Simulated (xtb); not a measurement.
CuI2, SMILES [I][Cu-][I], charge -1, multiplicity 1. All values are semi-empirical tight-binding results from xtb (GFN2-xTB unless named), good for trends rather than for accurate numbers. Coordinates come from a GFN2-xTB optimisation. The multiplicity is an assumed one; other spin states were not compared.

For metal compounds this method's bond lengths and energies can be far off.

Question: Estimate the properties. (An estimate is asked for; the answer gives what the named calculation found.)

Answer: 
- point group as xtb finds it = D∞h
- orbital gap = 7.70 eV
- zero-point energy = 0.7 kcal/mol
- G − E(el) at 298.15 K (modified RRHO) = -18.2 kcal/mol
